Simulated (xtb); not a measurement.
F6W (SMILES [F][W]([F])([F])([F])([F])[F]), singlet, at a GFN2-xTB geometry (such geometries of metal compounds can be far from the true shape). Base run: GFN2-xTB (xtb).

Here is a job for xtb.
```
$ xtb mol.xyz --gfn 2 --json

# file mol.xyz
7

W      0.00000000    -0.00000000    -0.00000000
F      1.10915424    -0.45499889    -1.39234928
F     -1.10915424     0.45499889     1.39234928
F     -1.16633876     0.78225540    -1.18474218
F     -0.88617967    -1.59904226    -0.18339327
F      0.88617967     1.59904226     0.18339327
F      1.16633876    -0.78225540     1.18474218
```

Variants of this job, named by their change:

| change | ΔE vs base (kcal/mol) | HOMO-LUMO gap (eV) | G_solv (kcal/mol) | SCF cycles |
|---|---|---|---|---|
| base | 0.000 | 7.37 | - | 14 |
| acc = 1000 | 0.000 | 7.37 | - | 12 |
| etemp = 3000 | 0.000 | 7.37 | - | 14 |
| etemp = 10000 | ___ | ___ | - | 16 |
| alpb = cs2 | -0.512 | 7.39 | -0.51 | 14 |
| gbsa = chcl3 | 0.571 | 7.40 | 0.57 | 15 |
| acc = 0.0001 | 0.000 | 7.36 | - | 20 |

Question: Some entries are withheld; supply them.

Answer: 
- etemp = 10000, ΔE vs base (kcal/mol): -7.50
- etemp = 10000, HOMO-LUMO gap (eV): 7.14

ALPB and GBSA are two models with their own fitted parameters for each solvent, which aren't always the measured dielectric constant.
